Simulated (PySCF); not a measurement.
Se(H)(NH2) (H₃NSe), SMILES N[SeH]. Geometry: PBE0-D3(BJ)/def2-TZVP.

**Question.** Give the equilibrium geometry at PBE0-D3(BJ)/def2-TZVP (PySCF confirms it by a frequency run) as bond lengths and angles, and its point group. (The exact figures need the calculation; the answer reports its results.)

**Answer.** point group Cs.
Atoms: Se1 H2 N3 H4 H5. Bond lengths (Å): Se1–H2 1.483, Se1–N3 1.841, N3–H4 1.011, N3–H5 1.011. Bond angles (°): H2–Se1–N3 101.0, Se1–N3–H4 111.1, Se1–N3–H5 111.1, H4–N3–H5 109.8.
